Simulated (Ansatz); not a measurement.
Compare A (`C[Si](N)(N)[SiH3]`) with its isomer B (`N[SiH2]C(N)[SiH3]`).

Isolated molecules relaxed with PBE0-D4/def2-TZVP in Ansatz; ΔE leaves out vibrations. CCSD(T)/CBS is the MP2 limit (def2-TZVPP, def2-QZVPP) plus CCSD(T) − MP2 in def2-TZVPP, frozen cores. Functionals use def2-TZVPP. B3LYP here is the variant with VWN-RPA as its local correlation; programs differ in this. Each species was taken in one conformer, which may not be the lowest.

A:

Z-matrix (Å, degrees):
```
C
Si 1 1.872
H 1 1.093 2 110.7
H 1 1.094 2 111.5 3 -119.8
H 1 1.094 2 110.6 3 119.7
N 2 1.722 1 105.4 3 -177.5
N 2 1.717 1 116.9 3 -60.3
Si 2 2.358 1 109.1 3 58.3
H 6 1.007 2 120.0 1 -33.4
H 6 1.008 2 119.9 1 -178.1
H 7 1.008 2 120.7 1 -64.1
H 7 1.006 2 121.4 1 86.4
H 8 1.492 2 110.8 1 46.2
H 8 1.494 2 112.6 1 -73.8
H 8 1.491 2 111.4 1 165.7
```

B:

```xyz
15

N     1.7103   -1.4988   -1.3917
Si    0.6696   -0.1530   -1.1680
C    -0.3629   -0.1834    0.4095
N     0.5866   -0.1314    1.5399
Si   -1.7090    1.1327    0.5013
H     2.3564   -1.7417   -0.6570
H     1.3583   -2.3248   -1.8477
H    -0.2294   -0.0892   -2.3517
H     1.4951    1.0848   -1.0779
H    -0.8478   -1.1686    0.4126
H     1.0751    0.7572    1.5482
H     0.1068   -0.2072    2.4296
H    -2.3732    1.0606    1.8347
H    -1.0921    2.4834    0.3772
H    -2.7439    0.9794   -0.5590
```

(1) Which is lower in electronic energy at CCSD(T)/CBS, and by how much? (Best estimate.)

(2) Give E(B) − E(A) in kcal/mol with CCSD/def2-TZVPP, B3LYP-D4, PBE0-D4, CCSD(T)/def2-TZVPP, HF/def2-TZVPP, B3LYP, r2SCAN-D4. (An estimate is asked.)

Largest T1 diagnostic: 0.011.

Results:

(1) The calculation gave: A, by 38.2 kcal/mol.

(2) Computed: CCSD/def2-TZVPP 37.6, B3LYP-D4 38.1, PBE0-D4 38.9, CCSD(T)/def2-TZVPP 37.4, HF/def2-TZVPP 37.6, B3LYP 38.2, r2SCAN-D4 39.6. None reverses the order clearly.
